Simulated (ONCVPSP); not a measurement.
# Before and after: ONCV potential for nitrogen (N)

nitrogen, optimised norm-conserving Vanderbilt (ONCV), made with ONCVPSP 4.0.1 (LDA (Perdew-Wang 92), scalar-relativistic). Core [He], reference 2s2 2p1.5 (charge +1.5). Waves: 2s: rc 0.90 bohr, ncon 4, nbas 9, qcut 8.1 1/bohr, 2 projectors, debl 1.6 Ha; 2p: rc 1.60 bohr, ncon 4, nbas 9, qcut 9.9 1/bohr, 1 projector; d scattering state at 0.09 Ha: rc 1.75 bohr, ncon 4, nbas 7, qcut 5.3 1/bohr, 2 projectors, debl 1.7 Ha. Local part: polynomial inside 0.65 bohr (lpopt 5, dvloc0 0 Ha). Core correction: Teter function, fcfact 1.5, rcfact 1.65.

Change: s: qcut 5.5.

Cutoffs: the cutoffs (Ha) at which the residual kinetic energy of the hardest occupied pseudo-wave falls to 1 and 0.1 mHa per electron; they do not see the model core or the augmentation charge, which bear on the density cutoff. Errors are all-electron minus pseudo energies relative to the spin-unpolarised reference configuration.

Q: How do hardness, ghosts and transferability respond?

A: The potential gets harder (30 Ha and 85 Ha → 170 Ha and 289 Ha); the errors of the 4 common tests hardly move; neither file shows a bound ghost.

```csv
quantity,base,changed
"cutoff, loose",30 Ha,170 Ha
"cutoff, tight",85 Ha,289 Ha
loose cutoff by channel,"s 30 Ha, p 29 Ha","s 170 Ha, p 29 Ha"
bound ghosts,none,none
GHOST(+) flags under 300 eV,d at 93.7 eV,d at 93.7 eV
"error for 2s2 2p3, meV [ΔE -26.12 eV]",+39,+43
"error for 2s2 2p2, meV [ΔE -12.38 eV]",+9.6,+10
"error for 2s2 2p1, meV [ΔE 16.59 eV]",+17,+18
"error for 2s1 2p4, meV [ΔE -14.91 eV]",+100,+114
s: phases at 0.91 bohr within 0.05 rad from the reference energy up to (Ha; the scan ends near 5),to the end of the scan,to the end of the scan
p: phases at 1.63 bohr within 0.05 rad from the reference energy up to (Ha; the scan ends near 5),0.9,0.9
d: phases at 1.78 bohr within 0.05 rad from the reference energy up to (Ha; the scan ends near 5),3.1,3.1
"rms error of d²Exc/dni dnj with the model core, mHa",2.85,2.80
```
